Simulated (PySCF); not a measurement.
Species: C3H5B2FO.
SMILES: `BOB(F)C#CC`

The closed-shell ground state was solved at several levels (PySCF, density fitting, gas phase, non-relativistic). Geometry: GFN2-xTB; no solvent, vibrations or thermal averaging.

```csv
level,basis functions,total energy (Eh),HOMO (eV),LUMO (eV),gap (eV),dipole (D)
PBE0/pcSseg-1,144,-341.7563,-8.02,-0.77,7.25,2.67
B3LYP/pcJ-1,239,-342.2112,-7.76,-0.97,6.79,2.65
```

(1) Estimate the row for CAM-B3LYP/def2-SVPD, a basis of 186 functions; the other rows only guide the guess.

(2) Over all these levels, which gives the widest orbital gap and which the narrowest?

(3) How far do the dipole and the HOMO energy spread over the levels?

## Answers

(1) Total energy -341.7987 Eh, HOMO -9.41 eV, LUMO 0.27 eV, gap 9.68 eV, dipole 2.66 D.

(2) CAM-B3LYP/def2-SVPD (range-separated hybrid) has the widest, 9.68 eV, and B3LYP/pcJ-1 (global hybrid, 20 % exact exchange) the narrowest, 6.79 eV. Functional and basis both differ between the two, so the spread mixes both effects.

(3) The dipole runs from 2.65 to 2.67 D (mean 2.66 D) and the HOMO from -9.41 to -7.76 eV.
